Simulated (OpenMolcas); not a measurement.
Nb3+ among 8 point charges of -1.2 e arranged as a cube (Oh).

```yaml
Program: OpenMolcas
Method: "SS-CASPT2, IPEA 0.25 Eh, imaginary shift 0.1 Eh (closed shells correlated: 4s 4p)"
Basis: ANO-RCC-VDZP [6s5p3d1f]
Scalar_Hamiltonian: DKH2, point nucleus
Active_space: 2 electrons in 5 orbitals (4d)
State_averaging: 2S+1 = 3 even, 10 roots; 2S+1 = 1 even, 15 roots
Spin-orbit_coupling: RASSI with atomic mean-field integrals over the reference wave functions
```

All point charges move together. At R = 2.1 Å the first state of the same spin is 8220 cm-1, and at R = 2.44 Å it is 3810 cm-1.

Problem. A third run gives 6100 cm-1. What distance was it run at?

Solution. With a power law R^-n the two known points give n = -ln(3810 / 8220) / ln(2.44 / 2.1) = 5.12. Then R = 2.1 × (8220 / 6100)^(1/5.12) = 2.226 Å. The run was at 2.24 Å, so the estimate is off by -0.014 Å.

Roots that are degenerate in the reference are averaged as groups; the widest CASPT2 spread within a group is 490 cm-1 (the 3-fold group of multiplicity 1 near 17200 cm-1 above the lowest state of its run, R = 2.1). Shifts and gaps below about the spread of the groups concerned are not significant. Free-ion shares, where given, are those of the reference states; single-state CASPT2 does not remix them. Point charges carry no covalency, so the field is a model and not that of real ligands. No measured value stands beside these numbers.
